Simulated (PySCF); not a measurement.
Species: C2H7NSi2.
Geometry (PBE0-D3(BJ)/def2-SVP, Å), atoms numbered from 1 in this order:
```
atom  x, y, z in Å
N1    -1.4626    2.3287   -0.1532
C2    -1.5659    1.1824   -0.0207
C3    -1.6388   -0.2578    0.1102
Si4   -0.3460   -1.1410   -0.9967
Si5    1.8097   -0.3820   -0.4770
H6    -2.6486   -0.6082   -0.1579
H7    -1.4596   -0.5403    1.1606
H8    -0.4827   -2.6074   -0.7357
H9    -0.6852   -0.8718   -2.4262
H10    2.8105   -1.1030   -1.3210
H11    1.9082    1.0867   -0.7237
H12    2.0929   -0.6628    0.9645
```

Computed, not measured: PBE0-D3(BJ)/def2-SVP geometry optimisation, gas phase (PySCF 2.14.0).

Masses are those of the commonest isotopes; rigid-rotor values at the optimised geometry. The values belong to one conformer with, in the numbering `[N:1]#[C:2][CH2:3][SiH2:4][SiH3:5]`, C2–C3–Si4–Si5 57°.

Task: Give the principal moments of inertia and the rotational constants in cm⁻¹.

Result: Ia = 117.80, Ib = 278.82, Ic = 363.43 u·Å²; 505379 MHz·u·Å²/I gives 4290, 1813 and 1391 MHz, that is A = 0.14310, B = 0.06046, C = 0.04638 cm⁻¹.

Task: What kind of rotor is it?

Result: An asymmetric top; Ray's κ = -0.709.

Task: What does the inertial defect say?

Result: Not planar: Δ = Ic − Ia − Ib = -33.19 u·Å². For a rigid frame Δ = −2 Σ m c², so Σ m c² = 16.59 u·Å² lies off the ab plane: 9.02 from hydrogen and 7.57 from heavier atoms. The atom farthest from that plane is 1.74 Å away.

Task: Where do the levels up to J = 3 lie, in cm⁻¹?

Result: Above 0(0,0):
J = 1: 1(0,1) 0.1068, 1(1,1) 0.1895, 1(1,0) 0.2036
J = 2: 2(0,2) 0.3189, 2(1,2) 0.3891, 2(1,1) 0.4313, 2(2,1) 0.6793, 2(2,0) 0.6809
J = 3: 3(0,3) 0.6330, 3(1,3) 0.6876, 3(1,2) 0.7719, 3(2,2) 0.9998, 3(2,1) 1.0079, 3(3,1) 1.4492, 3(3,0) 1.4493
Those of J = 1 are B + C, A + C and A + B.

Task: Which lines would a microwave search look for?

Result: The dipole components are |μa| = 1.88 D, |μb| = 2.86 D, |μc| = 1.19 D. The squared components, which scale the intensities, stand as 0.43 : 1.00 : 0.17 (a : b : c). Some lines, for components of 0.1 D or more:

```
type  branch         J(Ka,Kc)    MHz  lower level (cm⁻¹)
   c       Q  3(1,3) ← 3(0,3)   1636               0.633
   c       Q  2(1,2) ← 2(0,2)   2105               0.319
   a       Q  3(1,2) ← 3(1,3)   2528               0.688
   a       R  1(0,1) ← 0(0,0)   3203               0.000
   b       Q  2(1,1) ← 2(0,2)   3371               0.319
   b       Q  3(1,2) ← 3(0,3)   4165               0.633
   b       R  1(1,1) ← 0(0,0)   5681               0.000
   a       R  2(1,2) ← 1(1,1)   5984               0.189
   a       R  2(0,2) ← 1(0,1)   6357               0.107
   b       Q  3(2,1) ← 3(1,2)   7076               0.772
   b       R  3(0,3) ← 2(1,2)   7311               0.389
   b       Q  3(2,2) ← 3(1,3)   9361               0.688
   c       R  2(1,1) ← 1(0,1)   9728               0.107
   a       R  3(2,1) ← 2(2,0)   9803               0.681
   a       R  3(1,2) ← 2(1,1)  10210               0.431
   b       Q  3(3,1) ← 3(2,2)  13472               1.000
   c       R  3(1,2) ← 2(0,2)  13581               0.319
   c       R  2(2,0) ← 1(1,0)  14310               0.204
   b       R  2(2,0) ← 1(1,1)  14732               0.189
   b       R  3(2,2) ← 2(1,1)  17042               0.431
   c       R  3(2,2) ← 2(1,2)  18308               0.389
   b       R  3(2,1) ← 2(1,2)  18551               0.389
   b       R  3(3,1) ← 2(2,0)  23032               0.681
   c       R  3(3,1) ← 2(2,1)  23082               0.679
```

Task: Estimate the classical rotational partition function at 50 K, 100 K and 200 K.

Result: Point group C1, symmetry number σ = 1; q = (√π/σ)·√((kT/h)³/(ABC)), k/h = 20836.6 MHz/K: 18100 at 50 K, 51300 at 100 K, 145000 at 200 K.

Not checked by PBE0-D3(BJ)/def2-SVP frequencies. These are rigid-rotor constants of the computed structure; measured ground-state constants (B0) also hold zero-point vibration. A rigid rotor knows nothing of internal rotation, which can split or shift real lines. Quadrupole hyperfine structure (14N) is left out.

Hardware: one thread, Arm Neoverse N1 (aarch64), no GPU (shared host). Cost: 49 s wall, 0.46 GiB resident at most. That covers the optimisation of the geometry.
